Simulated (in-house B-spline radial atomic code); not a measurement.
## RPA and G0W0 on HSE06: Bi

Configuration [Xe] 4f14 5d10 6s2 6p3, highest spin, mean-field start HSE06. Computed with an all-electron radial atomic-structure program (B-spline basis): all electrons, scalar-relativistic (spin-free one-electron X2C), finite nucleus, each spin shell either full or empty, empty states to l = 9 with an (l + 1/2)⁻⁴ tail; G0W0 by contour deformation at full frequency.

Without the two-electron picture change, the correlation of inner shells comes somewhat too large for so heavy an element.

Spin-orbit coupling, left out, splits p levels strongly here.

Command:
```bash
python run_gw.py task.json out
```
Settings (radii: box in bohr, nucleus in fm):
```
Z                        83
electrons                83
configuration            [Xe] 4f14 5d10 6s2 6p3
hamiltonian              x2c
method                   hse06
lmax                     9
rms_radius               5.5211
spin_polarised           True
box_radius               40
intervals                72
```

Cost of the run: 24 s on 1 thread of Arm Neoverse N1, on a shared host.

Energies (hartree):

```tsv
term	value
mean-field total	-21535.10134
Hartree-Fock functional on these orbitals	-21529.41484
direct second order	-8.2979
second-order exchange	2.0583
SOSEX correction	1.9374
```

Problem. What is the RPA correlation energy, and what remains with SOSEX?

Solution. RPA gives -7.2864 hartree (-2.39 eV per electron); RPA + SOSEX gives -5.349, and the second-order doubles -6.2396 hartree (no singles). RPA lacks exchange-type terms and so overcorrelates at short range.

Quasi-particle levels (eV):

| level | occupied | mean field | Σx - vxc | Σc | QP weight | G0W0 |
| --- | --- | --- | --- | --- | --- | --- |
| 6p up | yes | -5.796 | -2.78 | ? | ? | ? |
| 6p down | no | -2.900 | 4.15 | -2.25 | 0.880 | -1.005 |

G0W0 = mean field + (Σx - vxc) + Σc, with Σc (partial-wave tail included) taken at the quasi-particle energy. Only the outer levels were computed. Levels of low weight are left out.

Problem. Where does G0W0 put 6p up?

Solution. At -8.742 eV, with Σc = -0.16 eV and a quasi-particle weight of 0.855. The tabulated removal energy is 7.286 eV (NIST, measured); the calculation leaves out spin-orbit coupling, Breit and QED terms, and what these don't explain is the method's own error.
